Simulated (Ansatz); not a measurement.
# Worked example: the barrier

An elementary step of Si2H6O3F2, singlet (Si₂H₄O₂F₂ ([OH][Si]([F])([F])[O][SiH3]) + H₂O → SiH₂O₂F₂ ([OH][Si]([OH])([F])[F]) + SiH₄O ([OH][SiH3]); bonds formed: Si1–O8, O2–H7; bonds broken: Si1–O2, H7–O8). “Start” is the structure reached by relaxing down from the saddle towards the reactants; PBE0-D4/def2-TZVP structures. The saddle:

| atom | x (Å) | y (Å) | z (Å) |
| --- | --- | --- | --- |
| Si1 | 0.0613 | 0.5555 | 1.1383 |
| O2 | 0.0138 | 0.0929 | -0.6927 |
| Si3 | -0.6225 | -1.2275 | -1.4607 |
| F4 | 0.5925 | 0.9773 | 2.5991 |
| F5 | -0.2543 | -0.9705 | 1.5063 |
| O6 | -1.1454 | 1.6314 | 1.0106 |
| H7 | 1.2431 | 0.4378 | -0.4802 |
| O8 | 1.6592 | 0.9497 | 0.4345 |
| H9 | -2.0480 | -1.3697 | -1.0772 |
| H10 | -0.5164 | -0.9870 | -2.9220 |
| H11 | 0.1264 | -2.4619 | -1.1164 |
| H12 | -1.5708 | 1.6587 | 0.1529 |
| H13 | 2.4610 | 0.7133 | 0.9077 |

Computed with Ansatz 0.2.0 (basis: def2-TZVPP and def2-QZVPP); correlated methods freeze the cores.

Energies in eV:

| quantity | saddle | start |
| --- | --- | --- |
| Hartree–Fock, triple zeta (X = 3) | -27355.53257 | -27357.52492 |
| Hartree–Fock, quadruple zeta (X = 4) | -27356.61075 | -27358.63231 |
| MP2 correlation, X = 3 | -40.60172 | -39.97528 |
| MP2 correlation, X = 4 | -44.12125 | -43.47605 |
| CCSD(T) correlation, X = 3 | -42.64260 | -42.06379 |

Question: Work out the barrier at the basis limit: extrapolate Hartree–Fock as E(X) = E∞ + A exp(−7.88 √X) and the MP2 correlation as E(X) = E∞ + B X^−2.97 (the exponents that Neese and Valeev fitted for def2-TZVPP and QZVPP), then add CCSD(T) − MP2 in triple zeta.

Answer: Each step is linear, so take the differences first (saddle − start): Hartree–Fock 1.99235 (X = 3) and 2.02156 (X = 4); MP2 correlation -0.62644 and -0.64520; CCSD(T) correlation -0.57881.
Two points give E∞ = E(4) + w [E(4) − E(3)], with w = 1/(exp(7.88 (2 − √3)) − 1) = 0.1377 for Hartree–Fock and w = 1/((4/3)^2.97 − 1) = 0.7407 for the correlation.
Hartree–Fock: 2.02156 + 0.1377 × 0.02921 = 2.0256 eV.
MP2 correlation: -0.64520 + 0.7407 × (-0.01876) = -0.6591 eV.
CCSD(T) − MP2: -0.57881 − (-0.62644) = 0.0476 eV.
Sum: 2.0256 + (-0.6591) + 0.0476 = 1.4141 eV, or 32.61 kcal/mol. Plain CCSD(T) in triple zeta gives 1.4135 eV, so the larger basis shifts the result by 0.0006 eV.

No T1 diagnostic of these runs exceeds 0.012.

Labels in which every atom is bracketed show which atoms are joined, not bond orders.

For scale, one of the runs: CCSD(T)/def2-TZVPP, 323 basis functions, launched by `ansatz run in.yaml --threads 4 --pin off --events-out ev --progress --plain --max-ram 41984MiB --backend cuda --devices 0, --max-vram 37GiB`. Hardware: 4 CPU threads of an AMD EPYC 7R13 and a share of one NVIDIA H100, shared host. Wall time 13 s; peak host memory 0.86 GiB.
